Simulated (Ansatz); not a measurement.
```yaml
crystal:
  periodic: [false, false, false]
  atoms:
    - {symbol: I, position_ang: [0.994403, 0.273549, -3.125484]}
    - {symbol: C, position_ang: [0.319236, 0.228505, -1.180156]}
    - {symbol: C, position_ang: [0.481369, -0.779650, -0.274999]}
    - {symbol: C, position_ang: [-0.114759, -0.470177, 0.972124]}
    - {symbol: C, position_ang: [-0.710544, 0.755656, 0.984228]}
    - {symbol: S, position_ang: [-0.551580, 1.543938, -0.521030]}
    - {symbol: H, position_ang: [1.004072, -1.700193, -0.494351]}
    - {symbol: H, position_ang: [-0.100211, -1.134440, 1.825958]}
    - {symbol: H, position_ang: [-1.233684, 1.236610, 1.796711]}
basis:
  gaussian: {orbitals: ANO-RCC-VTZP}
hamiltonian: {xc: {name: wB97X-V}}
scf: {lower_state_search: light}
output: {forces: true}
```

```sh
$ ansatz run in.yaml --threads 4 --pin off --events-out ev --progress --plain --max-ram 10444MiB
```

It prints (some lines left out):

```
Functional definition: wB97X-V
2119 factors; their error is unknown
422 factors; integrals over basis functions are off by at most 2.2e-5 eV
mean field evaluation 1: about -208675.8701 eV, gradient 4.4e1 eV
mean field evaluation 2: about -208675.9451 eV, gradient 4.4e1 eV
mean field evaluation 4: about -208680.6225 eV, gradient 2.4e0 eV
mean field evaluation 8: about -208680.6440 eV, gradient 9.8e-2 eV
mean field evaluation 16: about -208680.7729 eV, gradient 6.9e-4 eV
mean field -208680.77286530 eV, -7668.8769538916 hartree, gradient 5.9e-5 eV, S^2 0.000000; 0 other end points of the search recorded, 0 dependent functions left out
reference -208680.77286252 eV, -7668.8769537896 hartree; 48, 48 occupied and 216, 216 virtual orbitals, 2119 factors
Total energy: -208680.77286252 eV, -7668.8769537896 hartree
Relativity: scalar
Atom 0 at     0.994403     0.273549    -3.125484 Å, force     0.014562    -0.010771    -0.026068 eV/Å
Atom 1 at     0.319236     0.228505    -1.180156 Å, force     0.046249    -0.107920     0.016304 eV/Å
Atom 2 at     0.481369    -0.779650    -0.274999 Å, force     0.095597     0.028222    -0.305204 eV/Å
Atom 3 at    -0.114759    -0.470177     0.972124 Å, force    -0.139967     0.074195     0.290410 eV/Å
Atom 4 at    -0.710544     0.755656     0.984228 Å, force     0.016295    -0.084716     0.068794 eV/Å
Atom 5 at    -0.551580     1.543938    -0.521030 Å, force    -0.036219     0.125978    -0.068552 eV/Å
Atom 6 at     1.004072    -1.700193    -0.494351 Å, force     0.012217    -0.016843    -0.011264 eV/Å
Atom 7 at    -0.100211    -1.134440     1.825958 Å, force    -0.003786    -0.003640     0.015747 eV/Å
Atom 8 at    -1.233684     1.236610     1.796711 Å, force    -0.004949    -0.004505     0.019833 eV/Å
Dipole moment:    -0.051643    -0.096238     0.273714 e Å
```

Run time 27 s (4 threads of an Intel Xeon on a shared host); peak host memory 1.9 GiB.
